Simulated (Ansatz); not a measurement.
C₄H₆ (SMILES C1[C@H]2C[C@@H]12), singlet, at a GFN2-xTB geometry; PBE0/6-31G* (Ansatz, a quantum-chemistry and plane-wave program).

Here is a job for Ansatz.
Ansatz 0.2 input:
```yaml
crystal:
  periodic: [false, false, false]
  atoms:
    - {symbol: C, position_ang: [-0.00784167, 1.11611200, 0.31081817]}
    - {symbol: C, position_ang: [0.00437126, -1.10877415, 0.33611934]}
    - {symbol: C, position_ang: [0.74234133, 0.00016550, -0.34377631]}
    - {symbol: C, position_ang: [-0.73861092, -0.00805308, -0.35162749]}
    - {symbol: H, position_ang: [-0.01393707, 1.17992953, 1.39377732]}
    - {symbol: H, position_ang: [-0.01059335, 2.08133280, -0.18052822]}
    - {symbol: H, position_ang: [-0.00115845, -1.14801157, 1.42025042]}
    - {symbol: H, position_ang: [0.01227604, -2.08489068, -0.13315037]}
    - {symbol: H, position_ang: [1.50009494, -0.00423893, -1.09685445]}
    - {symbol: H, position_ang: [-1.48824206, -0.02082279, -1.11269693]}
basis:
  gaussian:
    orbitals: 6-31G*
hamiltonian:
  xc: pbe0
```

Output, abridged:

```
Functional definition: PBE0
769 factors; integrals over basis functions are off by at most 7.8e-4 eV
mean field evaluation 1: about -4233.9499 eV, gradient 4.3e1 eV
mean field evaluation 2: about -4232.9002 eV, gradient 4.8e1 eV
mean field evaluation 4: about -4238.4527 eV, gradient 8.4e-1 eV
mean field evaluation 8: about -4238.4433 eV, gradient 9.2e-3 eV
mean field -4238.44334809 eV, -155.7599201222 hartree, gradient 1.0e-5 eV, S^2 0.000000; 0 other end points of the search recorded, 0 dependent functions left out
reference -4238.44336243 eV, -155.7599206494 hartree; 15, 15 occupied and 57, 57 virtual orbitals, 769 factors
Total energy: -4238.44336243 eV, -155.7599206494 hartree
```
